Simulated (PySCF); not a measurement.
Fractional electron number in Co²⁺ (cobalt, charge +2)

The 3d beta orbital of [Ar] 3d7 is emptied in steps (occupation f), with all orbitals relaxed, ending at [Ar] 3d6. All numbers are calculated (PySCF 2.14, no relativity, point nucleus, in def2-TZVPPD (6s6p4d2f1g, 67 functions)). The exact energy is a straight line in f; departures are measured from the line between the end points of the same method.

```tsv
f	M06-2X (eV)
1	0.000
0.8	-0.436
0.6	-0.669
0.4	-0.685
0.2	-0.469
0	0.000
```

Q: For M06-2X, how does the orbital energy at f = 1 compare with the removal energy?

A: −ε = 30.773 eV against a total-energy difference of 33.438 eV. By Janak's theorem ε = ∂E/∂f, so the gap between them reflects the curvature. Along the path −ε is 31.753 (f = 0.8), 32.805 (f = 0.6), 33.926 (f = 0.4), 35.131 (f = 0.2) eV.

Reference removal energy between the ground levels: 33.5 ± 0.06 eV (semi-empirical (NIST evaluation); NIST Atomic Spectra Database, ionization energies). The calculation has no spin-orbit coupling. The determinant left behind need not be the lowest term of the ion.
